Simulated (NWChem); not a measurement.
System: BHCl cation

NWChem printed, in part:

```
             Northwest Computational Chemistry Package (NWChem) 7.3.0
             --------------------------------------------------------

 ORDER OF PRIMARY AXIS IS BEING SET TO 4
 C4V symmetry detected

                             Geometry "geometry" -> ""
                             -------------------------

 Output coordinates in angstroms (scale by  1.889725989 to convert to a.u.)

  No.       Tag          Charge          X              Y              Z
 ---- ---------------- ---------- -------------- -------------- --------------
    1 B                    5.0000     0.00000000     0.00000000    -1.13126957
    2 Cl                  17.0000     0.00000000     0.00000000     0.46842143
    3 H                    1.0000     0.00000000     0.00000000    -2.30681657

 Effective nuclear repulsion energy (a.u.)      33.6102704701

      Symmetry information
      --------------------

 Group name             C4v
 Group number             18
 Group order               8
 No. of unique centers     3

  pbe96 is a nonlocal functional; adding pw91lda local functional.

                                 NWChem DFT Module
                                 -----------------

 Summary of "ao basis" -> "ao basis" (spherical)
 ------------------------------------------------------------------------------
       Tag                 Description            Shells   Functions and Types
 ---------------- ------------------------------  ------  ---------------------
 B                         def2-tzvp                11       31   5s3p2d1f
 Cl                        def2-tzvp                13       37   5s5p2d1f
 H                         def2-tzvp                 4        6   3s1p

      Symmetry analysis of basis
      --------------------------

        a1         28
        a2          0
        b1          6
        b2          6
        e          34

            General Information
            -------------------
          SCF calculation type: DFT
          Wavefunction type:  closed shell.
          No. of atoms     :     3
          No. of electrons :    22
           Alpha electrons :    11
            Beta electrons :    11
          Charge           :     1
          Spin multiplicity:     1
          Use of symmetry is: on ; symmetry adaption is: on
          Maximum number of iterations: 150
          AO basis - number of functions:    74
                     number of shells:    28
          Convergence on energy requested:  1.00D-06
          Convergence on density requested:  1.00D-05
          Convergence on gradient requested:  5.00D-04

              XC Information
              --------------
          PerdewBurkeErnzerhof Exchange Functional  1.000
            Perdew 1991 LDA Correlation Functional  1.000 local
           PerdewBurkeErnz. Correlation Functional  1.000 non-local

             Grid Information
             ----------------
          Grid used for XC integration:  medium
          Radial quadrature: Mura-Knowles
          Angular quadrature: Lebedev.
          Tag              B.-S. Rad. Rad. Pts. Rad. Cut. Ang. Pts.
          ---              ---------- --------- --------- ---------
          B                   0.85       49           7.0       434
          Cl                  1.00       88           9.0       590
          H                   0.35       45           9.0       434
          Grid pruning is: on
          Number of quadrature shells:   182
          Spatial weights used:  Erf1

      Superposition of Atomic Density Guess
      -------------------------------------

 Sum of atomic energies:        -484.51221065

 Renormalizing density from      23.00 to     22

      Non-variational initial energy
      ------------------------------

 Total energy =    -471.496359
 1-e energy   =    -702.291567
 2-e energy   =     197.184938
 HOMO         =      -0.881997
 LUMO         =      -0.337324

      Symmetry analysis of molecular orbitals - initial
      -------------------------------------------------

 !! scf_movecs_sym_adapt:   12 vectors were symmetry contaminated

  Symmetry fudging

 !! scf_movecs_sym_adapt:   10 vectors were symmetry contaminated

  Numbering of irreducible representations:

     1 a1          2 a2          3 b1          4 b2          5 e

  Orbital symmetries:

     1 a1          2 a1          3 a1          4 e           5 e
     6 a1          7 a1          8 a1          9 e          10 e
    11 a1         12 e          13 e          14 a1         15 a1
    16 a1         17 e          18 e          19 a1         20 b1
    21 b2

     ---------------------------------------------
      Total Density - Mulliken Population Analysis
     ---------------------------------------------

    Atom       Charge   Shell Charges
 -----------   ------   -------------------------------------------------------
    1 B    5     4.05   0.92  1.05  0.66  0.51  0.06  0.44  0.30  0.02  0.03  0.03  0.02
    2 Cl  17    17.25   2.01  0.48  1.49  1.35  0.62  4.36  1.56  1.48  3.08  0.78  0.02  0.02  0.00
    3 H    1     0.70   0.19  0.37  0.13  0.01

   convergence    iter        energy       DeltaE   RMS-Dens  Diis-err
 ---------------- ----- ----------------- --------- --------- ---------
 d= 0,ls=0.0,diis     1   -484.8115749514 -5.18D+02  3.07D-02  6.57D+00
 d= 0,ls=0.0,diis     2   -482.7776042927  2.03D+00  3.02D-02  1.58D+01
 d= 0,ls=0.0,diis     3   -484.8453744476 -2.07D+00  1.07D-02  1.42D+00
 d= 0,ls=0.0,diis     4   -485.0866276328 -2.41D-01  2.78D-03  1.38D-01
 d= 0,ls=0.0,diis     5   -485.1020837609 -1.55D-02  8.77D-04  1.53D-02
  Resetting Diis
 d= 0,ls=0.0,diis     6   -485.1037855271 -1.70D-03  1.79D-04  7.20D-04
 d= 0,ls=0.0,diis     7   -485.1039049294 -1.19D-04  1.26D-04  3.50D-05
 d= 0,ls=0.0,diis     8   -485.1038850455  1.99D-05  9.07D-05  1.74D-04
 d= 0,ls=0.0,diis     9   -485.1039091894 -2.41D-05  8.19D-06  1.17D-06

 !! scf_movecs_sym_adapt:    2 vectors were symmetry contaminated

[...]
```

Level: PBE/def2-TZVP. Structure relaxed at the B3LYP/6-31G* (spherical d) level.

### Question
Reconstruct the input file.

### Answer
Several could match; the one computed here: the input that was run:
```
start job
memory heap 200 mb stack 900 mb global 1100 mb
charge 1
geometry units angstroms noautoz
  B      0.000000     0.000000    -1.091948
  Cl     0.000000     0.000000     0.507743
  H      0.000000     0.000000    -2.267495
end
basis spherical
  * library def2-tzvp
end
dft
  xc xpbe96 cpbe96
  iterations 150
  mulliken
end
task dft energy
```
